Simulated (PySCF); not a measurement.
C7H12N (doublet state).
Geometry (GFN2-xTB, Å), atoms numbered from 1 in this order:
```
atom  x, y, z in Å
C1     2.6751   -0.5919   -0.1147
C2     1.2160   -0.6902   -0.5416
C3     0.3960    0.4918   -0.0169
C4     0.0658    0.4867    1.4364
C5    -1.3194    0.5061    1.2208
N6    -2.3097    0.4904    2.0329
C7    -1.1382    0.5216   -0.3023
C8    -1.7646   -0.6507   -1.0378
H9     2.7577   -0.6027    0.9690
H10    3.1255    0.3271   -0.4843
H11    3.2406   -1.4327   -0.5097
H12    1.1544   -0.7020   -1.6317
H13    0.7929   -1.6221   -0.1649
H14    0.8991    1.4132   -0.3355
H15    0.6730    0.4997    2.3216
H16   -3.2194    0.5229    1.5777
H17   -1.4589    1.4608   -0.7610
H18   -2.8481   -0.5428   -1.0451
H19   -1.4202   -0.6936   -2.0690
H20   -1.5227   -1.5906   -0.5470
```

The hyperfine couplings belong to this conformer and change with its torsions.

As a line formula: `[H]/N=C1/[CH][C@@H](CC)[C@H]1C` [radical].

Computed, not measured: UKS B3LYP, pcH-1 on C H N, non-relativistic, mean-field spin-orbit, GIAO (PySCF). Geometry: GFN2-xTB, one conformer, isolated molecule. The geometry wasn't refined by DFT: couplings that depend on bond lengths, twists or pyramidal angles can differ widely from those at the functional's own minimum. The SCF solution wasn't tested for stability.

Question: Break the g tensor into its mass correction, gauge correction and orbital-Zeeman/spin–orbit terms.

Answer: 
| Δg (ppm) | 1 | 2 | 3 |
| --- | --- | --- | --- |
| relativistic mass correction | -171 | -171 | -171 |
| gauge correction | -4 | 41 | 31 |
| orbital Zeeman/spin–orbit | 10 | 765 | 2921 |
| total | -164 | 636 | 2782 |

So g = 2.00215, 2.00295, 2.00510 and g_iso = 2.00340; the tensor is rhombic: the two nearest values differ by 27 % of g3 − g1. Axes: g2 points within 8° of the C5–C7 bond and g3 points within 10° of the C4–C5 bond.

Question: At 9.681 GHz, how far is the centre of the isotropic spectrum from where a free electron (g = 2.002319) resonates?

Answer: B = hν/(g μB) with μB/h = 13.99624 MHz/mT gives 345.44 mT for the free electron and 345.26 mT at g_iso, 0.19 mT lower.

Question: What effective moment and Curie constant follow for a powder?

Answer: With the mean of g² = 4.0136 and S(S+1) = 0.75: μ_eff = √(⟨g²⟩S(S+1)) = 1.735 μB and χT = 0.12505·⟨g²⟩·S(S+1) = 0.376 cm³ K/mol (cgs; spin-Hamiltonian part alone).

Question: Average each term over the three axes. Which is largest in size?

Answer: The orbital-Zeeman/spin–orbit term 1232, the mass correction -171 and the gauge correction 23 ppm, for a total of 1084 ppm. The orbital-Zeeman/spin–orbit term is the largest in size. The mass correction is the same along every axis, so the anisotropy comes from the other two: their spans along these axes are 45 (gauge) and 2911 ppm (orbital Zeeman/spin–orbit).

Question: In a frozen sample, at which fields do the three g values resonate at 9.5, 34, 94 and 263 GHz (hyperfine left aside), and which band first spreads them over more than twice a line width of 1.0 mT?

Answer: 
| band | GHz | B(g3) mT | B(g2) mT | B(g1) mT | spread mT |
| --- | --- | --- | --- | --- | --- |
| X | 9.5 | 338.51 | 338.88 | 339.01 | 0.50 |
| Q | 34.0 | 1211.52 | 1212.82 | 1213.30 | 1.78 |
| W | 94.0 | 3349.50 | 3353.09 | 3354.43 | 4.93 |
| J | 263.0 | 9371.48 | 9381.52 | 9385.26 | 13.79 |

The spread grows in proportion to the frequency. W band is the first where it exceeds 2.0 mT.

Largest spin populations (Mulliken): C4 (+0.77), N6 (+0.45), C5 (-0.20) and C3 (-0.06). The positive populations add up to 1.31 and the negative ones to -0.31, together 2S = 1. The angles at C4 add up to 360.0°, so it is planar; its axial dipolar tensor and the negative coupling of its proton fit spin in a p orbital normal to that plane.

The HOMO–LUMO gaps are 6.83 eV among the α and 3.91 eV among the β orbitals.

On one thread, AMD EPYC 7B13 (x86_64), no GPU, on a shared host, this took 82 s of wall time (grids of density and orbitals included) and 1.1 GiB of memory at its peak.
